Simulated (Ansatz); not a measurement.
A made-up structure of SiH4SeO, singlet:

| atom | x (Å) | y (Å) | z (Å) |
| --- | --- | --- | --- |
| O1 | -1.3274 | -0.2551 | -0.4118 |
| Si2 | -0.1010 | 0.5446 | 0.1499 |
| Se3 | 0.8448 | -0.9146 | 1.1510 |
| H4 | -1.3245 | -1.1146 | -0.9632 |
| H5 | 0.7237 | 1.2329 | -1.0244 |
| H6 | -0.4284 | 1.5681 | 1.2713 |
| H7 | 1.6128 | -1.0612 | -0.1727 |

It is relaxed with PBE-D4/def2-SVP and then PBE0-D4/def2-TZVP (Ansatz 0.2.0). Atoms count as bonded within 1.22 times the sum of their covalent radii (H–H: 0.88 Å). The end point is not checked to be a true minimum.

(1) Does its bonding change? (A judgement: the text doesn't fix the answer.)

Answers

(1) Computed: No: no bond forms or breaks.

Where it ends: The first stage lowers the energy by 1.72 eV in 8 steps. It ends as SiH₄SeO ([OH][SiH2][SeH]):
O1  (-1.559, -0.090, -0.474)
Si2  (-0.163, 0.536, 0.120)
Se3  (1.151, -1.011, 1.163)
H4  (-1.506, -0.914, -0.961)
H5  (0.668, 1.148, -0.948)
H6  (-0.578, 1.530, 1.130)
H7  (1.987, -1.198, -0.029)
(Å)

Labels in which every atom is bracketed show which atoms are joined, not bond orders.

For scale, one of the runs: PBE0-D4/def2-TZVP relaxation, 140 basis functions, launched by `ansatz run in.yaml --threads 2 --pin off --events-out ev --progress --plain --max-ram 4352MiB`. The run took about 19 s on 2 CPU threads of an Arm Neoverse V2 (shared host).
